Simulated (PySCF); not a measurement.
**Computed vibrations of [BiCl]2+**

[BiCl]2+ (singlet). PySCF 2.14.0, RKS B3LYP, Bi def2-SVP with ECP60, Cl def2-SVP; non-relativistic Hamiltonian with scalar-relativistic core potentials where named; density fitting; no spin-orbit coupling. Central differences of gradients.

```xyz
2

Bi    0.0000    0.0000   -0.3337
Cl    0.0000    0.0000    1.9945
```

Run from Python with OMP_NUM_THREADS=2. Where DIIS fails, smearing, a level shift and second-order steps follow.
It took 2.2 s on 2 threads of Arm Neoverse V2 (shared host).

(1) What are the harmonic wavenumbers and infrared intensities?

(2) Is this a minimum?

Results:

(1) Modes are labelled in C∞v; negative numbers are unstable modes, those under 60 cm⁻¹ near the noise; a finer grid moves soft modes by up to 10 cm⁻¹.
| cm⁻¹ | km/mol | symmetry |
| --- | --- | --- |
| 430 | 7.7 | σ+ |

(2) Yes. Ideal gas at 298.15 K and 1 bar: S = 252.5 J/(mol K), Cp = 35.0 J/(mol K), H − H(0 K) = 9.4 kJ/mol (rigid rotor, harmonic modes, spin degeneracy alone).
